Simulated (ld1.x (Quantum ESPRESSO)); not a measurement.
## Varying the TM potential for erbium

Base potential:

* Element: Er (Z = 68)
* Generator: ld1.x (Quantum ESPRESSO) 7.5
* Type: norm-conserving Troullier–Martins (Kleinman–Bylander form)
* Functional: PBE
* Relativity: scalar-relativistic
* Frozen core: [Kr] 4d10 5s2
* Valence charge: 20
* Reference configuration: 4f12 5p6 5d0 6s2 6p0
* Partial waves: 6s (bound): rc 2.50 bohr; 5p (bound): rc 1.95 bohr; 5d (bound, empty): rc 3.55 bohr; 4f (bound): rc 0.70 bohr
* Local potential: all-electron potential smoothed inside 3.50 bohr (lloc = -1)
* Core correction: none

Cutoffs, loose and tight: the cutoffs (Ry, on a coarse ladder) from which the occupation-weighted sum of valence levels, in a spherical-Bessel basis at the reference potential, stays within 10 and 1 mRy of its value at 400 Ry. They do not see the model core or the augmentation charge, which bear on the density cutoff. Test errors are all-electron minus pseudo excitation energies from the reference, over the configurations 4f12 5p6 5d0 6s1 6p0; 4f12 5p6 5d0 6s0 6p0; 4f11 5p6 5d0 6s0 6p0; 4f12 5p6 5d0.5 6s1.5 6p0; 4f12 5p6 5d1 6s1 6p0; 4f13 5p6 5d0 6s0 6p0; 4f12 5p6 5d1 6s0 6p0. A dash means not determined; rows that change the core or the reference have their own tests. The largest error is taken over the tests solved by every variant that gives reliable tests at all: 4f11 5p6 5d0 6s0 6p0; 4f12 5p6 5d0 6s0 6p0; 4f12 5p6 5d0 6s1 6p0; 4f12 5p6 5d0.5 6s1.5 6p0; 4f13 5p6 5d0 6s0 6p0.

Cutoffs are not given where the Bessel-basis levels miss the radial ones by over 6 mRy, ghosts where they miss by over 20 mRy; a channel whose overlap is not positive is not tested.

```tsv
change	outcome	bound ghosts	largest test error (meV)
base	generated	not determined	-744
wave 5p (bound): rc 1.95 bohr becomes 5p (bound): rc 1.30 bohr	generated	not determined	-810
wave 5p (bound): rc 1.95 bohr becomes 5p (bound): rc 1.52 bohr	generated	not determined	-799
wave 5p (bound): rc 1.95 bohr becomes 5p (bound): rc 1.62 bohr	generated	not determined	-789
wave 5p (bound): rc 1.95 bohr becomes 5p (bound): rc 1.84 bohr	generated	not determined	-758
wave 5p (bound): rc 1.95 bohr becomes 5p (bound): rc 2.16 bohr	generated	not determined	-710
wave 5p (bound): rc 1.95 bohr becomes 5p (bound): rc 2.36 bohr	generated	not determined	-696
wave 5p (bound): rc 1.95 bohr becomes 5p (bound): rc 2.46 bohr	generated	not determined	-689
wave 5p (bound): rc 1.95 bohr becomes 5p (bound): rc 2.66 bohr	generated	not determined	-686
wave 5p (bound): rc 1.95 bohr becomes 5p (bound): rc 2.94 bohr	generated	not determined	-699
```
